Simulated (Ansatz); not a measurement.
C2H6FSi (`[CH2][SiH](C)F`) radical. Charge 0, multiplicity 2. All single points use the PBE0-D4/def2-TZVP geometry.

```xyz
10

C    -0.273   -1.680    0.215
Si    0.457   -0.150   -0.483
C    -0.258    1.380    0.286
F     2.041   -0.185   -0.220
H    -1.297   -1.732    0.573
H     0.271   -2.619    0.264
H     0.292   -0.111   -1.963
H    -0.100    1.389    1.367
H    -1.334    1.431    0.098
H     0.201    2.277   -0.137
```

What is the dipole moment at ωB97M-V/def2-TZVPP? (Estimate.)

The calculation gave: 1.82 D, with components (-1.77, 0.04, 0.42) D in this frame, pointing from negative to positive charge.

And with PBE, r2SCAN, B3LYP? (Best estimate.)

Ansatz gave: PBE 1.76 D, r2SCAN 1.81 D, B3LYP 1.83 D.

Give the Mulliken charges with ωB97M-V, r2SCAN, B3LYP in def2-TZVPP. (Best estimate.)

Ansatz gave: 
```
atom  ωB97M-V  r2SCAN  B3LYP
  C1    -0.40   -0.33  -0.35
 Si2     0.62    0.67   0.66
  C3    -0.45   -0.31  -0.39
  F4    -0.33   -0.34  -0.34
  H5     0.13    0.10   0.11
  H6     0.14    0.10   0.12
  H7    -0.07   -0.12  -0.12
  H8     0.12    0.08   0.11
  H9     0.12    0.07   0.10
 H10     0.12    0.08   0.11
```

B3LYP here is the variant with VWN-RPA as its local correlation; programs differ in this.
